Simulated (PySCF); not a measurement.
Gas-phase reaction: 2 Ge₂H₆ + 2 H + i-Si₄H₁₀ ⇌ 4 H₃SiGeH₃

Energies from PySCF, thermal terms from the rigid-rotor harmonic-oscillator model, ideal gas at 1 bar. † marks an energy on the PBE0/def2-TZVP geometry and frequencies; other levels use their own. MP2 freezes the core. Open shells (unrestricted): H (multiplicity 2); the rest are closed-shell singlets. Ge: all electrons, no relativistic terms. MP2 isn't extrapolated to the basis-set limit; its ΔH°(298 K) is -388.1 kJ in def2-SVP and -404.6 kJ in def2-TZVPP. The harmonic model lacks anharmonicity and excited electronic states, which grow with temperature; levels with a mode under 35 cm⁻¹ are left out. Internal rotation in Ge₂H₆, i-Si₄H₁₀, H₃SiGeH₃ is treated as a harmonic vibration of one conformer, which makes the entropy rough.

```tsv
level	ΔE electronic, kJ	ΔH°(298 K), kJ	ΔS°(298 K), J/K	ΔG°(1000 K), kJ
M06-2X/def2-TZVP†	-449	-422	-67	-338
MP2/def2-TZVPP†	-431	-405	-67	-321
PBE/def2-SVP	-429	-404	-66	-322
PBE0/def2-SVP†	-432	-405	-67	-321
PBE0/def2-TZVP	-437	-411	-67	-327
r2SCAN/def2-TZVP†	-447	-420	-67	-336
```
ΔH° is lowest at M06-2X/def2-TZVP† and highest at PBE/def2-SVP. No reference value is set beside these.
